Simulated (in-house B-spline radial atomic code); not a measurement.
**Ionising Ag7+ with different functionals**

Computed with a B-spline radial code for spherical atoms: scalar-relativistic (spin-free X2C) Hamiltonian, Fermi nucleus of rms radius 4.5454 fm, spin-polarised at highest spin, spherical fractional occupations for the functionals, and exact exchange of hybrids averaged over the configuration. The ionisation energy is the difference of two self-consistent energies, [Kr] 4d4 → [Kr] 4d3, without Breit or QED terms; ε is the level of the shell that loses the electron (its least bound occupied spin orbital). There is no spin-orbit coupling in this Hamiltonian.

| method | rung | ΔSCF (eV) | -ε(4d) (eV) |
| --- | --- | --- | --- |
| PBE0 | global hybrid | 126.57 | 119.41 |
| B3LYP | global hybrid | 126.44 | 118.72 |
| TPSSh | global hybrid | 126.50 | 117.75 |
| M06-2X | global hybrid | 126.07 | 121.93 |
| BHandHLYP | global hybrid | 126.38 | 121.88 |
| r2SCAN0 | global hybrid | 126.90 | 119.83 |
| B97-1 | global hybrid | 126.29 | 118.68 |
| HSE06 | range-separated hybrid | 126.53 | 118.96 |
| wB97X | range-separated hybrid | 126.16 | 121.59 |
| CAM-B3LYP | range-separated hybrid | 126.39 | 120.69 |
| LC-wPBE | range-separated hybrid | 126.50 | 122.05 |

Task: Among the functionals, which spreads more, the ΔSCF values or the orbital energies?

Result: The orbital energies: ΔSCF values span about 0.84 eV and the orbital energies 4.30 eV; here energy differences depend much less on the functional than eigenvalues do.

Task: How do they compare with the NIST value?

Result: NIST lists 125 eV ± 2.1 (tabulated theory, ground level to ground level). Errors run from +1.07 to +1.90 eV; all lie within about twice that uncertainty, so the table can't rank the methods.
